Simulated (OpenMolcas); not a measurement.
Computed levels of 2s2 2p in ions with 5 electrons, in cm-1 above 2P* 1/2.

```
Program             : OpenMolcas
Method              : CASSCF
Basis               : ANO-RCC-VQZP
Scalar Hamiltonian  : DKH2, point nucleus
Spin-orbit coupling : RASSI with atomic mean-field integrals over the reference wave functions, term energies averaged over their components
```

Active space for each ion: 3 electrons in 4 orbitals (2s 2p).

```tsv
Level	N2+	F4+	Ne5+
2P* 3/2	159	688	1213
```

Q: Estimate 2P* 3/2 for O3+ from its neighbours N2+ and F4+.

A: 2P* 3/2 is fine structure, which grows about as the fourth power of a screened charge, so the fourth roots are averaged: ((159^0.25 + 688^0.25) / 2)^4 = 354. The calculation gives 353, so the estimate is off by +0.3 %; the measured value is 386 (Moore, Selected Tables of Atomic Spectra, NSRDS-NBS 3, section 10).

Computed and measured levels are paired by configuration, term and J; levels that our copy of the source lacks, or whose pairing is in doubt (as where it misses far off the trend of its configuration), stay unpaired and out of the deviations. Only configurations of the active space appear.

* marks odd parity.
